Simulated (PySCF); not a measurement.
methylammonium (CH6N), SMILES C[NH3+], charge +1.

Geometry optimised at ωB97X-D3(BJ)/def2-TZVP.

Level of theory: PySCF with SMD-PBE0/def2-SVP.

Solvation free energies are E(SMD) − E(gas) at the gas-phase geometry, for 1 M in both phases.

Q: Rank water, toluene, cyclohexanone by solvation free energy, most negative first.

A: water (-73.7 kcal/mol), cyclohexanone (-72.0 kcal/mol), toluene (-44.7 kcal/mol)
